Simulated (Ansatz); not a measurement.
Species: sum formula CoHSF, net charge 0, quartet state. The spin state was set by rule; other spins were not relaxed. SMILES: [SH][Co][F]
Coordinates optimised at B3LYP-D3(BJ)/def2-TZVP (Ansatz, a program for electronic structure):
```
Co
F 1 1.7694
S 1 2.1675 2 170.12
H 3 1.3482 1 96.00 2 -96.31
```
Charge 0, spin multiplicity 4.

Property: vertical ionisation energy (to the quintet state of charge +1; each state is the SCF solution reached for its spin), in eV. Correlated levels leave the core frozen unless marked. Open shells are spin-unrestricted. No spin-orbit coupling. Frozen are the shells of the preceding noble gas and the d and f shells that filled before the atom's block. Non-relativistic. CBS marks a two-point X^-3 extrapolation of the correlation energy; Hartree-Fock from the larger set. [CCSD(T)-MP2]/basis is that difference in the basis named.

```csv
level,program,vertical ionisation energy (eV),minus last row
HF/def2-SVPD,Ansatz,8.98,-1.10
HF/def2-TZVPPD,Ansatz,8.86,-1.22
PBE/def2-TZVPD,Ansatz,9.53,-0.55
r2SCAN/def2-TZVPD,Ansatz,9.59,-0.49
B3LYP/def2-TZVPD,Ansatz,9.87,-0.21
PBE0/def2-TZVPD,Ansatz,9.83,-0.25
BHLYP/def2-TZVPD,Ansatz,9.87,-0.21
CAM-B3LYP/def2-TZVPD,Ansatz,9.95,-0.13
wB97M-V/def2-TZVPD,Ansatz,9.95,-0.13
MP2/def2-SVPD,Ansatz,9.90,-0.18
MP2/def2-TZVPPD,Ansatz,10.03,-0.05
RI-MP2/def2-TZVPPD,Ansatz,10.03,-0.05
RI-MP2/def2-QZVPPD,Ansatz,10.12,0.04
"RI-MP2/CBS(def2-TZVPPD,def2-QZVPPD)",Ansatz,10.19,0.11
SCS-MP2/def2-TZVPPD,Ansatz,9.95,-0.13
CCSD/def2-SVPD,Ansatz,9.76,-0.32
CCSD/def2-TZVPPD,Ansatz,9.87,-0.21
CCSD(T)/def2-SVPD,Ansatz,9.78,-0.30
CCSD(T)/def2-TZVPPD,Ansatz,9.92,-0.16
"RI-MP2/CBS(def2-TZVPPD,def2-QZVPPD)+[CCSD(T)-MP2]/def2-SVPD",Ansatz,10.08,0.00
"RI-MP2/CBS(def2-TZVPPD,def2-QZVPPD)+[CCSD(T)-MP2]/def2-TZVPPD",Ansatz,10.08,0.00
```
